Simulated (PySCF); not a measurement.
Compound: C5H6S2 (charge -1 and doublet state).
SMILES with atom numbers: `[CH3:1][C-:2]1[CH:3][CH:4]=[C:5]([SH:6])[S:7]1` (hydrogens: H8, H9, H10 on C1; H11 on C3; H12 on C4; H13 on S6)

Structure used (GFN2-xTB), in Å, numbered top down from 1:
```xyz
13
C5H6S2 angstrom
C     -2.250    0.510    0.321
C     -0.819    0.161    0.110
C     -0.263   -0.700   -0.810
C      1.120   -0.799   -0.749
C      1.729    0.132    0.105
S      3.264   -0.275    0.934
S      0.432    0.985    1.036
H     -2.886   -0.216   -0.188
H     -2.493    1.508   -0.069
H     -2.500    0.510    1.386
H     -0.874   -1.273   -1.496
H      1.709   -1.482   -1.342
H      3.827    0.940    0.744
```

The hyperfine couplings belong to this conformer and change with its torsions.

Computed with PySCF 2.14.0, UKS B3LYP, pcH-1 on C H S, non-relativistic, mean-field spin-orbit, GIAO. Whether the extra electron is bound in the gas phase wasn't checked; a finite basis holds it in any case. Couplings are sensitive to structure, and on GFN2-xTB geometries they can be far from those on DFT ones, by a factor of two or more for some ions and for spin on atoms past the first row. Stability of the SCF solution: not tested.

(1) Give the isotropic g value and a_iso(13C) at C5.

(2) Take this nucleus alone (I = 1/2, g_N = 1.4048) with S = 1/2. Where do its 2 lines fall at 3.314 GHz to first order, to second order and exactly?

(3) Someone takes the midpoint and the distance of the outer exact lines at face value. What g and a result?

(4) What levels remain at zero field?

Answers

(1) g_iso = 2.00356 and a = +227.56 MHz, or +8.115 mT (Mulliken spin population +0.33). 13C makes up about 1.07 % of the natural element, so this concerns labelled samples or satellites.

(2) First order: B = B0 − a·mI with B0 = 118.178 mT. Second order subtracts a²[I(I+1) − mI²]/(2B0). The exact fields come from the Breit–Rabi levels of H = g μB B Sz − g_N μN B Iz + a S·I.

```tsv
mI	first order (mT)	second order (mT)	exact (mT)	exact − first order
−1/2	122.236	122.097	122.101	-0.135
+1/2	114.121	113.982	113.977	-0.144
```

(3) Their midpoint, 118.039 mT, gives an apparent g of 2.00593 (true 2.00356), and their distance over 2I an apparent |a| of 8.124 mT (true 8.115).

(4) F = I ± 1/2 = 1 and 0, at a·I/2 = +56.9 MHz and −a(I+1)/2 = -170.7 MHz, that is |a|(I + 1/2) = 227.6 MHz apart; F = 0 lies lower.

Other couplings of abundant isotopes, left aside here: 1 × 1H 47 MHz, 3 × 1H 27 MHz, 1 × 1H 11 MHz, 1 × 1H 2 MHz.

Class means assume fast exchange of nuclei equivalent by connectivity; if that motion is slow, each nucleus keeps its own coupling. The three 1H nuclei of mean +27.2 MHz run from 7.6 to 49.8 MHz in the frozen geometry.

On an Arm Neoverse V1 with one thread, shared host with 32 logical CPUs at a one-minute load of 12, this took 71 s wall (with the writing of density and orbital grids) and 0.91 GiB of memory at its peak.

The SMILES draws the unpaired electron on C3; the largest computed Mulliken spin population is on C2 (0.35 against -0.07).
